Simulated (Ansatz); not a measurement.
Reactions of `[F][SnH2][SH]`.

Computed with Ansatz on PBE0-D4/def2-TZVP structures; ΔE is electronic, products minus reactants. CCSD(T)/CBS adds triple-zeta CCSD(T) − MP2 to the extrapolated MP2 energy (def2 sets, frozen cores). This one scheme is used for every species, atoms too. DFT in def2-TZVPP. No spin–orbit coupling; open shells (•) take unrestricted orbitals. Spin–orbit coupling would lower the free atoms: a little for F, S; strongly for Sn. Elements past krypton have def2 core potentials. For Se, Sn outer-core shells are correlated without core-valence functions, so the limit isn't a true one: a few kJ/mol of doubt a bond, and 10 to 20 or more in all where bonds break to atoms. Scalar relativity is left out up to krypton. Each species was taken in one conformer, which may not be the lowest.

```json
{"reaction": "`[F][SnH2][SH]` + H₂O → `[OH][SnH2][SH]` + H–F", "PBE-D4 (kJ/mol)": "37", "CCSD(T)/CBS(def2) (kJ/mol)": "34"}
{"reaction": "`[F][SnH2][SH]` → H₂ + `[F][Sn][SH]`", "PBE-D4 (kJ/mol)": "-40", "CCSD(T)/CBS(def2) (kJ/mol)": "-22"}
{"reaction": "`[F][SnH2][SH]` → F• + 3 H• + S• + Sn•", "PBE-D4 (kJ/mol)": "1620", "CCSD(T)/CBS(def2) (kJ/mol)": "1635"}
{"reaction": "`[F][SnH2][SH]` + H₂Se → `[SH][SnH2][SeH]` + H–F", "PBE-D4 (kJ/mol)": "-21", "CCSD(T)/CBS(def2) (kJ/mol)": "-27"}
```

Largest T1 diagnostic: 0.016, for `[F][Sn][SH]`.
